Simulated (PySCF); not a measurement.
# Fractional electron number in Zn⁺ (zinc, charge +1)

The 4s alpha orbital of [Ar] 3d10 4s1 is emptied in steps (occupation f), with all orbitals relaxed, ending at [Ar] 3d10. Calculation: PySCF 2.14, in aug-cc-pVTZ-PP with ECP10MDF (6s6p5d3f2g, 88 functions); a scalar-relativistic core potential. The exact energy is a straight line in f; departures are measured from the line between the end points of the same method.

```tsv
f	CAM-B3LYP (eV)
1	0.000
0.8	-0.308
0.6	-0.463
0.4	-0.466
0.2	-0.313
0	0.000
```

```tsv
method	E(f=0) − E(f=1) (eV)	−ε at f=1 (eV)	−ε at f=0.4 (eV)
CAM-B3LYP	18.597	16.682	18.971
```

Orbital energy along the path (eV):

```csv
f,CAM-B3LYP
1,-16.682
0.8,-17.437
0.6,-18.200
0.4,-18.971
0.2,-19.756
0,-20.576
```

Reference removal energy between the ground levels: 17.964 eV (measured; NIST Atomic Spectra Database, ionization energies).
